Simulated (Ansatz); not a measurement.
H5O5Ta (`[OH][Ta]([OH])([OH])([OH])[OH]`). Charge 0, multiplicity 1. Ta: def2 effective core potential.

| atom | x (Å) | y (Å) | z (Å) |
| --- | --- | --- | --- |
| O1 | -1.1989 | -0.1976 | 1.1523 |
| Ta2 | 0.1354 | -0.0774 | -0.2451 |
| O3 | 0.8394 | 1.4692 | 0.6976 |
| O4 | 1.5239 | 0.2342 | -1.4860 |
| O5 | 0.7299 | -1.8555 | 0.1443 |
| O6 | -1.2390 | 0.0840 | -1.5685 |
| H7 | -1.5800 | 0.1199 | 1.9652 |
| H8 | 0.4140 | 1.7553 | 1.5062 |
| H9 | 2.2590 | 0.8156 | -1.6660 |
| H10 | 0.2774 | -2.3759 | 0.8107 |
| H11 | -2.1610 | 0.0282 | -1.3107 |

Problem. What are the harmonic wavenumbers in cm⁻¹ at PBE0-D4/def2-TZVP (Ansatz, finite differences of forces, unscaled)? (An estimate is asked.)

Solution. Ansatz gave: 81, 112, 117, 191, 203, 216, 277, 285, 340, 345, 375, 398, 427, 431, 608, 613, 613, 635, 687, 703, 737, 755, 3915, 3918, 3929, 3981, 4001.

Problem. Is this a minimum?

Solution. Yes, all 27 modes are real.

Problem. Give the ideal-gas thermochemistry at 298.15 K and 1 bar (rigid rotor, harmonic oscillator; point group Cs, symmetry number 1).

Solution. Zero-point energy 172.8 kJ/mol; H(298) − E = 203.0 kJ/mol; entropy 413.9 J/(mol·K), of which translation 178.5, rotation 115.7, vibration 119.7; G(298) − E = 79.6 kJ/mol. Modes under 100 cm⁻¹ are hindered rotations or soft bends, so the harmonic entropy is rough.

Problem. And at 400, 500, 600, 800 and 1000 K?

Solution. 
| T (K) | H − E (kJ/mol) | S (J/mol/K) | G − E (kJ/mol) |
| --- | --- | --- | --- |
| 400 | 220.6 | 464.6 | 34.8 |
| 500 | 239.3 | 506.4 | -13.8 |
| 600 | 258.9 | 542.1 | -66.3 |
| 800 | 299.7 | 600.6 | -180.8 |
| 1000 | 341.9 | 647.7 | -305.8 |

Problem. Rotational constants (cm⁻¹)?

Solution. 0.08597, 0.07457, 0.07123.
